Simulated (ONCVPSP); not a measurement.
What one change does to a pseudopotential (Sb, ONCV)

```
Element                 : Sb (Z = 51)
Generator               : ONCVPSP 4.0.1
Type                    : optimised norm-conserving Vanderbilt (ONCV)
Functional              : PBE
Relativity              : scalar-relativistic
Frozen core             : [Ar] 3d10
Valence charge          : 23
Reference configuration : 4s2 4p6 4d10 5s2 5p2 (charge +1)
Partial waves           : 4s+5s: rc 1.25 bohr, ncon 3, nbas 8, qcut 11.5 1/bohr, 2 projectors; 4p+5p: rc 1.45 bohr, ncon 4, nbas 8, qcut 7.6 1/bohr, 2 projectors; 4d: rc 1.10 bohr, ncon 4, nbas 7, qcut 7.9 1/bohr, 2 projectors, debl 2.6 Ha
Local potential         : polynomial inside 0.75 bohr (lpopt 5, dvloc0 2 Ha)
Core correction         : Teter function, fcfact 3.75, rcfact 1.7
```

Change: local potential polynomial inside 0.90 bohr (lpopt 1, dvloc0 0 Ha).

Cutoffs: the cutoffs (Ha) at which the residual kinetic energy of the hardest occupied pseudo-wave falls to 1 and 0.1 mHa per electron; they do not see the model core or the augmentation charge, which bear on the density cutoff. Errors are all-electron minus pseudo energies relative to the spin-unpolarised reference configuration.

**Question.** What does the change do?

**Answer.** The potential gets neither clearly harder nor softer (121 Ha and 145 Ha → 121 Ha and 145 Ha); the errors of the 4 common tests hardly move; the range in which the s phases agree widens (upper end 3.8 → at the end of the scan); neither file shows a bound ghost.

| quantity | base | changed |
| --- | --- | --- |
| cutoff, loose | 121 Ha | 121 Ha |
| cutoff, tight | 145 Ha | 145 Ha |
| bound ghosts | none | none |
| GHOST(+) flags under 300 eV | s at 116.8 eV | none |
| error for 4s2 4p6 4d10 5s2 5p3, meV [ΔE -8.32 eV] | +1.7 | +1.7 |
| error for 4s2 4p6 4d10 5s2 5p1, meV [ΔE 15.97 eV] | -3.8 | -3.8 |
| error for 4s2 4p6 4d10 5s2 5p0, meV [ΔE 40.38 eV] | -11 | -11 |
| error for 4s2 4p6 4d10 5s1 5p0, meV [ΔE 84.68 eV] | -24 | -23 |
| s: phases at 1.27 bohr within 0.05 rad from the reference energy up to (Ha; the scan ends near 5) | 3.8 | to the end of the scan |
| p: phases at 1.47 bohr within 0.05 rad from the reference energy up to (Ha; the scan ends near 5) | to the end of the scan | to the end of the scan |
| d: phases at 1.11 bohr within 0.05 rad from the reference energy up to (Ha; the scan ends near 5) | to the end of the scan | to the end of the scan |
| rms error of d²Exc/dni dnj with the model core, mHa | 2.62 | 2.62 |
